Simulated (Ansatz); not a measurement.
`COB(C)Br` + `C[O][Sn][OH]` → `C[O][Sn][O]C` + `CB(O)Br`  (substitution at a C–O bond)

Program: Ansatz. Geometries: PBE0-D4/def2-TZVP. ΔE: electronic, gas phase. CCSD(T)/CBS adds triple-zeta CCSD(T) − MP2 to the extrapolated MP2 energy (def2 sets, frozen cores). Functionals use def2-TZVPP. HSE06 is defined as in plane-wave codes. Elements past krypton have def2 core potentials. For Br, Sn outer-core shells are correlated without core-valence functions, which leaves a few kJ/mol of doubt a bond. Scalar relativity is left out up to krypton. Each species was taken in one conformer, which may not be the lowest.

| level | ΔE (kJ/mol) | difference from CCSD(T)/CBS |
| --- | --- | --- |
| BLYP-D4 | 7.5 | -4.0 |
| PBE-QIDH | 10.7 | -0.8 |
| revPBE | 8.0 | -3.5 |
| BLYP | 8.1 | -3.4 |
| HSE06 | 9.5 | -2.0 |
| BHLYP | 8.8 | -2.7 |
| RPA@PBE/def2-TZVPP | 10.8 | -0.7 |
| CCSD/def2-SVP | 1.7 | -9.8 |
| SCS-MP2/def2-TZVPP | 10.7 | -0.8 |
| CCSD/CBS(def2) | 11.0 | -0.5 |
| CCSD(T)/CBS | 11.5 | 0 |

Largest T1 diagnostic among the species: 0.017.

In def2-TZVPP, CCSD(T) changes the Hartree–Fock value by +4.5 kJ/mol (the triples alone add +0.5 kJ/mol) and MP2 by +5.0 kJ/mol. Leaving LDA and LC-ωPBE aside and taking each functional with its dispersion term where it has one, the values, not all of them listed here, spread over 3.2 kJ/mol, from BLYP-D4 to ωB97M-V. LDA lies +3.2 kJ/mol from PBE without D4. At CCSD(T), def2-SVP lies −9.5 kJ/mol from the extrapolated value and def2-TZVPP −0.5 kJ/mol.
